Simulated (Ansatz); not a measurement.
Basis-set extrapolation for C$_{4}$H$_{2}$F$_{2}$Si (`C#C[Si](F)(F)C#C`) (PBE0-D4/def2-TZVP geometry, frozen core, the Gaussian-basis code of Ansatz). Multiplicity 1, RHF reference.

```
                      def2-TZVPP   def2-QZVPP
                 HF  -640.655827  -640.680898
    MP2 correlation    -1.194207    -1.290453
CCSD(T) correlation    -1.262505      not run
```

Energies in hartree. Use E(X) = E(∞) + A·exp(−7.88·√X) for Hartree–Fock and E(X) = E(∞) + B·X^(−2.97) for correlation, with X = 3 and 4, and add CCSD(T) minus MP2 of the smaller set to the MP2 limit.

Task: What is the CCSD(T) energy at the basis-set limit?

Result: HF limit: -640.680898 + (-0.025071) × 0.13774 = -640.68435. MP2 limit: -1.290453 + (-0.096246) × 0.74074 = -1.36175. Higher-order term: -1.262505 − (-1.194207) = -0.06830. Total: -642.11440 hartree, 123.0 kcal/mol below CCSD(T)/def2-TZVPP.
